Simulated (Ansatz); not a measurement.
```yaml
crystal:
  periodic: [false, false, false]
  atoms:
    - {symbol: F, position_ang: [1.459767, 0.536171, 1.064998]}
    - {symbol: C, position_ang: [1.245451, 0.534416, -0.314298]}
    - {symbol: B, position_ang: [-0.168367, -0.027081, -0.669015]}
    - {symbol: Cl, position_ang: [-0.579614, -0.089483, -2.372210]}
    - {symbol: Ga, position_ang: [-1.452795, -0.654256, 0.855865]}
    - {symbol: H, position_ang: [2.039214, -0.063935, -0.780657]}
    - {symbol: H, position_ang: [1.367565, 1.563043, -0.678390]}
    - {symbol: H, position_ang: [-1.443172, -2.140272, 1.368086]}
    - {symbol: H, position_ang: [-2.468058, 0.341396, 1.525620]}
basis:
  gaussian: {orbitals: pcseg-2}
hamiltonian: {xc: {name: PBEsol}}
accuracy: high
smearing: {width: 0.1}
output: {forces: true}
```

```sh
$ ansatz run in.yaml --threads 4 --pin off --events-out ev --progress --plain --max-ram 10444MiB
```

Output, abridged:

```
Error: YAML parse error: error: line 17 column 1: unknown field `smearing`, expected one of crystal, accuracy, basis, kpoints, hamiltonian, magnetization, projection, total_charge, correlation, batch, efield, external_charges, scf, relax, neb, saddle, md, ramp, phonons, dielectric, real_time, elastic, magnetic_configurations, gw, evaluate, workflow, output, checkpoint, execution
  --> <input>:17:1
   |
15 | hamiltonian: {xc: {name: PBEsol}}
16 | accuracy: high
17 | smearing: {width: 0.1}
   | ^ unknown field `smearing`, expected one of crystal, accuracy, basis, kpoints, hamiltonian, magnetization, projection, total_charge, correlation, batch, efield, external_charges, scf, relax, neb, saddle, md, ramp, phonons, dielectric, real_time, elastic, magnetic_configurations, gw, evaluate, workflow, output, checkpoint, execution
18 | output: {forces: true}
   |
```

Problem. Something in this input is off. What?

Solution. The input holds a key that doesn't belong there. The program refused the input.
